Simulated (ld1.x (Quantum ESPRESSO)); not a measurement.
## Cutoff test, N (Z = 7), RRKJ

nitrogen, norm-conserving RRKJ (Kleinman–Bylander form), made with ld1.x (Quantum ESPRESSO) 7.5 (LDA (PZ), scalar-relativistic). Core [He], reference 2s1.5 2p3.5. Waves: 2s (bound): rc 1.10 bohr; 2p (bound): rc 1.65 bohr. Local part: the p channel. Core correction: a·sin(br)/r model core inside 1.10 bohr.

The pseudo-atom Hamiltonian at the reference potential is diagonalised in spherical Bessel functions j_l(qr) that vanish at 20 bohr, with q² up to the cutoff. All-electron valence levels (Ry): 2s -1.3707, 2p -0.5472.

Question: How do the lowest levels (Ry) of each channel move with the cutoff, and are there ghosts?

Answer:

```
cutoff (Ry)     s #1     s #2     p #1    d #1    d #2    f #1    f #2  Σ f·Δε (mRy)
          8  -1.2108  -0.0056  -0.1284  0.0775  0.1827  0.1197  0.2596        1705.7
         18  -1.2419  -0.0066  -0.3658  0.0775  0.1827  0.1197  0.2596         828.2
         30  -1.3002  -0.0083  -0.5147  0.0775  0.1826  0.1197  0.2596         219.5
         50  -1.3586  -0.0100  -0.5467  0.0775  0.1826  0.1197  0.2596          19.7
         70  -1.3693  -0.0103  -0.5470  0.0775  0.1826  0.1197  0.2596           2.8
        110  -1.3706  -0.0104  -0.5472  0.0775  0.1826  0.1197  0.2596           0.1
        400  -1.3707  -0.0104  -0.5472  0.0775  0.1826  0.1197  0.2596           0.0
```

Result: no extra level below or beside the all-electron valence levels (s, p, d, f tested); 10 mRy is reached at 60 Ry and 1 mRy at 90 Ry.

Its largest configuration-test error is +1747 meV.
